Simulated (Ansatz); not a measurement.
The same hydrogenolysis along the group B, Ga, In.

Calculated with Ansatz (gas phase, PBE0-D4/def2-TZVP geometries, no zero-point term in ΔE). CBS: MP2 limit from def2 TZ/QZ plus the TZ coupled-cluster correction, frozen cores. This one scheme is used for every species. Functionals use def2-TZVPP. Elements past krypton have def2 core potentials. For Ga, In outer-core shells are correlated without core-valence functions, which leaves a few kJ/mol of doubt a bond. Scalar relativity is left out up to krypton. One conformer a species, not always the lowest.

```
                                                reaction  ωB97M-V (kcal/mol)
                   `OB(F)O[SiH3]` + H₂ → `OBF` + silanol                25.7
`[OH][Ga]([F])[O][SiH3]` + H₂ → `[OH][GaH][F]` + silanol                 8.9
`[OH][In]([F])[O][SiH3]` + H₂ → `[OH][InH][F]` + silanol                 0.3
```

Question: Give the CCSD(T)/CBS values in the same order. (Best estimate.)

Answer: The calculation gave: 25.5, 10.7, 3.2 kcal/mol.

Largest T1 diagnostic: 0.017, for `[OH][InH][F]`.
